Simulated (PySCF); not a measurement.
Al(Me)(PH2)2 (CH₇AlP₂), SMILES [CH3][Al]([PH2])[PH2]. Heavy atoms are numbered as in [Al:1]([CH3:2])([PH2:6])[PH2:9]. Hydrogens are named by the atom that carries them.

Geometry optimised at ωB97X-D3(BJ)/def2-SVP. The values are those of a single conformer.

Level of theory: PBE0/pcSseg-1 run with PySCF.

GIAO shieldings, no solvent; atoms alike by connectivity are averaged. δ = σ(ref) − σ: ¹³C against TMS (σ = 186.3 ppm); ¹H against TMS (σ = 31.56 ppm); ³¹P against PH3 (σ = 586.6 ppm), references at their B3LYP-D3(BJ)/def2-TZVP geometries, non-relativistic.

Estimate the chemical shifts. (An estimate is asked for; the answer gives what the named calculation found.)


```
nucleus     atoms  count  δ (ppm)
-------  --------  -----  -------
¹³C      C2 (CH3)      1     -1.3
¹H        H on P6      4     1.74
¹H        H on C2      3     0.37
³¹P      P6 (PH2)      2     -0.5
```
